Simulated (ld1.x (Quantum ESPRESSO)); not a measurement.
What one change does to a pseudopotential (phosphorus (P), ultrasoft)

P (Z = 15), ultrasoft, made with ld1.x (Quantum ESPRESSO) 7.5 (PW91, scalar-relativistic). Core [Ne], reference 3s2 3p2.5 (charge +0.5). Waves: 3s (bound): rcut 1.20, rcutus 1.40 bohr; 3s channel at -0.75 Ry: rcut 1.20, rcutus 1.40 bohr; 3p (bound): rcut 1.70, rcutus 2.10 bohr; 3p channel at 4.1 Ry: rcut 1.70, rcutus 2.10 bohr. Local part: all-electron potential smoothed inside 1.05 bohr (lloc = -1). Core correction: none. Augmentation charge: PSQ, radius 1.25 bohr.

All-electron outer shells of the reference configuration (PW91, scalar-relativistic, ld1.x):

```json
{"shell": "3s", "level (eV)": "-18.48", "outermost node (bohr)": "0.65", "outermost maximum (bohr)": "1.56"}
{"shell": "3p", "level (eV)": "-9.71", "outermost node (bohr)": "0.64", "outermost maximum (bohr)": "1.79"}
```

Change: non-relativistic.

Cutoffs: the cutoffs (Ry, on a coarse ladder) from which the occupation-weighted sum of valence levels, in a spherical-Bessel basis at the reference potential, stays within 10 and 1 mRy of its value at 400 Ry; they do not see the model core or the augmentation charge, which bear on the density cutoff. Errors are all-electron minus pseudo energies relative to the spin-unpolarised reference configuration.

Question: How do hardness, ghosts and transferability respond?

Answer: The potential gets neither clearly harder nor softer (18 Ry and 40 Ry → 18 Ry and 40 Ry); both files keep a bound ghost (s); of the 7 tests that both files solve, the error grows in 2 and shrinks in 1 by more than 15 % and 0.3 meV (median size 2.7 → 4.0 meV).

| quantity | base | changed |
| --- | --- | --- |
| cutoff, loose | 18 Ry | 18 Ry |
| cutoff, tight | 40 Ry | 40 Ry |
| loose cutoff by channel (10 mRy a level) | s 15 Ry, p 10 Ry | s 12 Ry, p 10 Ry |
| bound ghosts | s | s |
| error for 3s2 3p3, meV [ΔE -3.80 → -3.80 eV] | +0.3 | 0.0 |
| error for 3s2 3p2, meV [ΔE 5.98 → 5.99 eV] | -0.1 | +0.4 |
| error for 3s2 3p1, meV [ΔE 25.19 → 25.21 eV] | +2.7 | +4.0 |
| error for 3s2 3p0, meV [ΔE 55.01 → 55.04 eV] | +18 | +20 |
| error for 3s2 3p3.3, meV [ΔE -5.12 → -5.12 eV] | +0.7 | +0.3 |
| error for 3s1 3p4, meV [ΔE 4.74 → 4.65 eV] | +5.4 | +5.5 |
| error for 3s1 3p0, meV [ΔE 107.10 → 107.01 eV] | +113 | +115 |
| s: phases at 2.31 bohr within 0.05 rad from the reference energy up to (Ry; the scan ends near 5) | to the end of the scan | to the end of the scan |
| p: phases at 2.31 bohr within 0.05 rad from the reference energy up to (Ry; the scan ends near 5) | to the end of the scan | to the end of the scan |
| lowest overlap eigenvalue by channel | s 0.50, p 0.34 | s 0.51, p 0.35 |

 A true bound ghost makes a file unfit for plane-wave use even where its test errors are small: the radial tests pick states by their node count and pass the ghost by.
